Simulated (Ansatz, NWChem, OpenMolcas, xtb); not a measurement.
# Ligand exchange: C2H6AlBr + KOH → C2H7AlO + KBr

Gas-phase species: C2H6AlBr `C[CH2][AlH][Br]`, singlet; KOH `[OH][K]`, singlet; C2H7AlO `C[CH2][AlH][OH]`, singlet; KBr, singlet. The partners trade Br for OH: Al–Br and K–OH bonds give way to Al–OH and K–Br.

Shapes, held fixed at every level: PBE0-D4/def2-TZVP. Flexible molecules stand in one conformer, not always the lowest. Programs: Ansatz 0.2.0, NWChem 7.3.0, OpenMolcas 26.06, xtb 6.7.1. A level may come from different programs for different species; with the same settings they agree closely. The zero-point and thermal change to 298 K, harmonic and unscaled (PBE0-D4/def2-TZVP), is +2.6 kJ/mol.

(1) Estimate ΔH(298 K) of this reaction.

## Answers

(1) The highest level, CCSD(T)/def2-TZVPP, gives ΔH(298 K) = -148.2 kJ/mol; the levels span -160.4 to -92.7. The column of differences is taken from that level and isn't an error. No measured value is set beside it here. Relativity is left out for Br. Outer-core shells of Br, K are correlated, in sets that cover them unevenly. Sets without diffuse functions underbind ionic bonds of s-block metals.

```
                             level                   kind  ΔH(298 K) (kJ/mol)  less CCSD(T)/def2-TZVPP
                          GFN1-xTB         semi-empirical               -92.7                    +55.5
                 PBE-D4/def2-TZVPP                    GGA              -130.5                    +17.7
              r2SCAN-D4/def2-TZVPP               meta-GGA              -143.6                     +4.6
B3LYP/6-31G* (Cartesian functions)          global hybrid              -136.9                    +11.3
               B3LYP-D4/def2-TZVPP          global hybrid              -143.2                     +5.0
                PBE0-D4/def2-TZVPP          global hybrid              -142.1                     +6.1
                     CCSD/def2-SVP  coupled cluster or CI              -160.4                    -12.2
                CCSD(T)/def2-TZVPP  coupled cluster or CI              -148.2                      0.0
```
